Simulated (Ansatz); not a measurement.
Problem. Name a neutral molecule of B, C, F, O and H with LUMO energy (ωB97M-V/def2-TZVPP) between 1.45 and 1.75 eV and LUMO energy (PBE/def2-TZVPP) between -1.00 and -0.70 eV (Ansatz, PBE0-D4/def2-TZVP geometry).

Solution. `C[B-](C)([OH2+])F` (1.53 eV, -0.84 eV); `C[OH+][B-](F)(F)F` (1.52 eV, -0.91 eV). Other molecules can fit too; these were computed, each in one conformer that needn't be the lowest.
